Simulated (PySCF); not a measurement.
PySCF 2.14 output of a UHF calculation on a single atom or ion in aug-cc-pVDZ-DK, with the spin-free X2C one-electron Hamiltonian (Gaussian nucleus):

```
SCF conv_tol = 1e-09
number electrons alpha = 15  beta = 13
cycle= 1 E= -1519.09679348985  delta_E= -0.0065  |g|= 0.0271  |ddm|= 0.039
cycle= 2 E= -1519.0969002881  delta_E= -0.000107  |g|= 0.0039  |ddm|= 0.00518
cycle= 3 E= -1519.09690306115  delta_E= -2.77e-06  |g|= 0.00138  |ddm|= 0.00274
cycle= 4 E= -1519.09690347687  delta_E= -4.16e-07  |g|= 0.000358  |ddm|= 0.00119
cycle= 5 E= -1519.09690357798  delta_E= -1.01e-07  |g|= 5.51e-05  |ddm|= 0.000699
cycle= 6 E= -1519.09690358023  delta_E= -2.25e-09  |g|= 1.09e-05  |ddm|= 0.000201
cycle= 7 E= -1519.0969035804  delta_E= -1.68e-10  |g|= 2.12e-06  |ddm|= 8.31e-05
converged SCF energy = -1519.0969035804  <S^2> = 2.0053956  2S+1 = 3.0035949
```

The run itself started from symmetry-adapted Hartree-Fock orbitals and held the occupation by maximum overlap, so the iterations belong to that start.

Question: Which element, charge and spin multiplicity is this?

Answer: Ni (nickel, neutral), multiplicity 3; the state was [Ar] 3d8 4s2, high-spin 3F determinant.
